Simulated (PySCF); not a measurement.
A run for PySCF: R-M06-2X/def2-TZVPP on CH4OSi (SMILES CO[SiH]), a point of a torsion scan.

```python
from pyscf import gto, dft

mol = gto.M(
    atom='''
    C    -0.78810010   -0.19027453    0.06160859
    O    -0.08690035    0.87327673   -0.51219536
    Si    0.39656619    1.22379078   -2.02120222
    H    -0.48241205   -1.14981545   -0.36508599
    H    -1.86254925   -0.05875691   -0.09420730
    H    -0.58304776   -0.19701183    1.13386035
    H    -0.00288565   -0.01019331   -2.77184622
    ''',
    basis='def2-tzvpp',
    charge=0, spin=0, verbose=4, max_memory=1800)
mf = dft.RKS(mol, xc='m062x').density_fit(auxbasis='def2-universal-jkfit')
mf.grids.level = 4
mf.conv_tol = 1e-9
mf.max_cycle = 150
mf.kernel()
mf.dip_moment()
```

It printed:

```
PySCF version 2.14.0

[INPUT] verbose = 4
[INPUT] num. atoms = 7
[INPUT] num. electrons = 32
[INPUT] charge = 0
[INPUT] spin (= nelec alpha-beta = 2S) = 0
[INPUT] symmetry False subgroup None
[INPUT] Mole.unit = angstrom
[INPUT] Symbol           X                Y                Z      unit          X                Y                Z       unit  Magmom
[INPUT]  1 C     -0.788100100000  -0.190274530000   0.061608590000 AA   -1.489293347742  -0.359566750180   0.116423362021 Bohr   0.0
[INPUT]  2 O     -0.086900350000   0.873276730000  -0.512195360000 AA   -0.164217861629   1.650253850656  -0.967908952673 Bohr   0.0
[INPUT]  3 Si     0.396566190000   1.223790780000  -2.021202220000 AA    0.749401489362   2.312629407968  -3.819518638163 Bohr   0.0
[INPUT]  4 H     -0.482412050000  -1.149815450000  -0.365085990000 AA   -0.911626653690  -2.172836294294  -0.689912533016 Bohr   0.0
[INPUT]  5 H     -1.862549250000  -0.058756910000  -0.094207300000 AA   -3.519707976014  -0.111034467826  -0.178025995935 Bohr   0.0
[INPUT]  6 H     -0.583047760000  -0.197011830000   1.133860350000 AA   -1.101800583941  -0.372298401999   2.142685525003 Bohr   0.0
[INPUT]  7 H     -0.002885650000  -0.010193310000  -2.771846220000 AA   -0.005453088191  -0.019262564203  -5.238030215211 Bohr   0.0

nuclear repulsion = 101.546019480358
number of shells = 60
number of NR pGTOs = 219
number of NR cGTOs = 160
basis = def2-tzvpp
ecp = {}


******** <class 'pyscf.df.df_jk.DFRKS'> ********
method = DFRKS
initial guess = minao
damping factor = 0
level_shift factor = 0
DIIS = <class 'pyscf.scf.diis.CDIIS'>
diis_start_cycle = 1
diis_space = 8
diis_damp = 0
SCF conv_tol = 1e-09
SCF conv_tol_grad = None
SCF max_cycles = 150
direct_scf = False
XC library pyscf.dft.libxc version 7.1.2
    S. Lehtola, C. Steigemann, M. J. T. Oliveira, and M. A. L. Marques,  SoftwareX 7, 1–5 (2018)
XC functionals = m062x
    Y. Zhao and D. G. Truhlar,  Theor. Chem. Acc. 120, 215 (2008)
    Y. Zhao and D. G. Truhlar,  Theor. Chem. Acc. 120, 215 (2008)
radial grids:
    Treutler-Ahlrichs [JCP 102, 346 (1995); DOI:10.1063/1.469408] (M4) radial grids

becke partition: Becke, JCP 88, 2547 (1988); DOI:10.1063/1.454033
pruning grids: <function nwchem_prune>
grids dens level: 4
symmetrized grids: False
atomic radii adjust function: <function treutler_atomic_radii_adjust>
small_rho_cutoff = 0
Set gradient conv threshold to 3.16228e-05
Initial guess from minao.
tot grids = 148624
******** <class 'pyscf.df.df.DF'> ********
auxbasis = def2-universal-jkfit
init E= -405.346902511153
  HOMO = -0.229993472884637  LUMO = -0.0939380217156369  gap/eV = 3.70226
cycle= 1 E= -405.126914526559  delta_E= 0.22  |g|= 0.571  |ddm|= 1.87
  HOMO = -0.258959587281247  LUMO = -0.0337606340117205  gap/eV = 6.12798
cycle= 2 E= -405.069888010808  delta_E= 0.057  |g|= 0.817  |ddm|= 0.692
  HOMO = -0.26875238575392  LUMO = -0.0418033143550218  gap/eV = 6.17560
cycle= 3 E= -405.187098746066  delta_E= -0.117  |g|= 0.0448  |ddm|= 0.407
  HOMO = -0.269688875981565  LUMO = -0.0385435373664009  gap/eV = 6.28979
cycle= 4 E= -405.187497315289  delta_E= -0.000399  |g|= 0.0124  |ddm|= 0.0432
  HOMO = -0.270026471864959  LUMO = -0.038663082457326  gap/eV = 6.29572
cycle= 5 E= -405.187530098205  delta_E= -3.28e-05  |g|= 0.00434  |ddm|= 0.0108
  HOMO = -0.270081824284645  LUMO = -0.0387085220407641  gap/eV = 6.29599
cycle= 6 E= -405.187534789877  delta_E= -4.69e-06  |g|= 0.000697  |ddm|= 0.00344
  HOMO = -0.269997998426064  LUMO = -0.0386459378395827  gap/eV = 6.29541
cycle= 7 E= -405.187534995487  delta_E= -2.06e-07  |g|= 0.000142  |ddm|= 0.0013
  HOMO = -0.270018139783872  LUMO = -0.0386628512091036  gap/eV = 6.29550
cycle= 8 E= -405.187535007683  delta_E= -1.22e-08  |g|= 3.69e-05  |ddm|= 0.000317
  HOMO = -0.270016085860334  LUMO = -0.0386591992375571  gap/eV = 6.29554
cycle= 9 E= -405.187535008442  delta_E= -7.59e-10  |g|= 8.44e-06  |ddm|= 8.73e-05
  HOMO = -0.27001616317547  LUMO = -0.0386595568460564  gap/eV = 6.29553
Extra cycle  E= -405.187535008487  delta_E= -4.5e-11  |g|= 4.14e-06  |ddm|= 2.1e-05
converged SCF energy = -405.187535008487
Dipole moment(X, Y, Z, Debye): -0.91993, -1.45143,  0.57311
```

The run converged.

Cost: about 17 core-seconds (a rough figure).
